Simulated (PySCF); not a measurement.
Correlation energy of Mo²⁷⁺ (molybdenum, charge +27)

[Ne] 3s2 3p3, high-spin 4S determinant. Computed with PySCF 2.14 in an uncontracted even-tempered set (16 s from 3.6 bohr⁻², ratio 2.5; 10 p from 4.7 bohr⁻², ratio 2.5; 5 d from 20 bohr⁻², ratio 2.7; 4 f from 30 bohr⁻², ratio 2.7), with the non-relativistic Hamiltonian (point nucleus). Frozen: 1s2; 13 electrons correlated; the 17 highest virtual orbitals of each spin left out.

| level | correlation energy (mhartree) |
| --- | --- |
| CCSD | -507.13 |
| (T) | -1.49 |
| CCSD(T) | -508.62 |

Diagnostics: T1 = 0.00050, D1 = 0.0016, largest double amplitude 0.030.

A non-relativistic calculation at this Z misses sizeable relativistic shifts. Spin-orbit coupling is strong in this species (close to jj coupling), so the high-spin LS determinant is a model state, not a physical level.

Cost of the coupled-cluster step: roughly 13 core-seconds, for 13 correlated electrons.

At this charge a non-relativistic calculation is a model, useful for the Z dependence of the correlation energy.

Spin-orbit coupling is strong in this species, so the high-spin LS determinant is a model state.
